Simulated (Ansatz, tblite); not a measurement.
Removing and adding an electron: Bi₈O₁₇H₁₀. The state is a singlet with charge 0. Geometry: PBE-D4/def2-SVP. Ansatz, gas phase; energy differences of separate SCF runs; the oxidised species was run as a doublet alone; the reduced species was run as a doublet alone.

```xyz
35

Bi   -0.8997   -0.6779   -1.5457
Bi    0.0820   -0.2438    2.5353
Bi    1.7818    1.7484   -0.5896
Bi   -3.1255    1.0323    1.2662
Bi    2.5580   -1.9868   -0.0980
Bi   -2.3306   -3.0762    1.1478
Bi   -1.5335    2.8065   -1.6724
Bi   -0.2393    3.2486    1.6811
O     0.4959   -1.5371   -3.1299
O    -2.5443    1.0596   -0.8118
O    -2.3644   -0.5619   -3.1017
O     0.0028    1.3841   -2.1338
O     0.0664    3.5938   -0.4571
O    -2.5440    3.3454    0.5567
O     2.1309   -0.4185   -1.5706
O    -1.4284   -3.1539   -0.7677
O     1.1295   -3.2595   -1.1979
O     1.9978    3.0161    1.4990
O     3.1093    0.2253    0.8163
O    -1.5656    1.6076    2.6186
O     0.1444    1.1174    0.7342
O    -0.6834   -3.4477    2.3828
O    -2.1586   -0.9366    1.3088
O     1.0003   -1.7944    1.2898
O     1.8805    0.8642    3.1511
H     0.1558   -1.3474   -4.0254
H    -3.0764   -0.0667   -2.6454
H    -3.0580    4.1537    0.7549
H     1.6016   -0.7649   -2.3923
H    -0.4029   -3.3221   -0.7889
H     0.9957   -2.9012   -2.1214
H     2.1414    2.3071    2.2032
H     4.0551    0.4564    0.7253
H     0.1033   -3.0013    1.9191
H     2.5222    0.5314    2.4598
```

In the def2 sets Bi takes a core potential; there is no spin–orbit coupling. The xTB rows come from tblite. Correlated methods freeze 49 core orbitals; core or outer-core shells of Bi are correlated, in sets that lack core-valence functions. Single mean-field runs in def2-SVP are fitted with def2-universal-jkfit. HOMO above LUMO, or a gap near zero within one spin, warns that the state may not be the lowest or that an electron is smeared out.

```
           level  −HOMO (eV)  vertical IE (eV)  −LUMO (eV)  vertical EA (eV)  HOMO–LUMO gap (eV)  IE − EA (eV)                                                                   remarks
        GFN1-xTB        9.71             11.72        4.71              2.81                5.00          8.90                                                                         –
        GFN2-xTB        9.88             11.76        5.51              3.64                4.36          8.12                                                                         –
 PBE-D4/def2-SVP        5.27              7.05        2.09              0.50                3.18          6.55  HOMO above zero (-1 doublet), gap within one spin near zero (+1 doublet)
PBE0-D4/def2-SVP        6.52              7.73        1.44              0.35                5.08          7.38                                              HOMO above zero (-1 doublet)
 B2PLYP/def2-SVP           –              7.86           –              0.15                   –          7.70                                                                         –
```

Relaxing the reduced species (PBE-D4/def2-SVP) changes its energy by -0.63 eV at PBE-D4/def2-SVP, so the adiabatic electron affinity to this nearest minimum is 1.13 eV. On the way the bond Bi8–O21 breaks. At PBE0-D4/def2-SVP it is 1.02 eV. The highest occupied level of the relaxed charge -1 doublet lies above zero (up to 0.36 eV). By energy differences its removal costs 1.13 eV (each at its own geometry, to the charge 0 singlet, at PBE-D4/def2-SVP); self-interaction error and the lack of diffuse functions both raise the level.     A HOMO above zero means that the electron is unbound at that level or that self-interaction error raises the level; the energy of removing that electron tells which. Raw xTB energy differences between charge states are shifted by several eV; the methods need an empirical correction for them. Sets without diffuse functions give affinities that are too small.
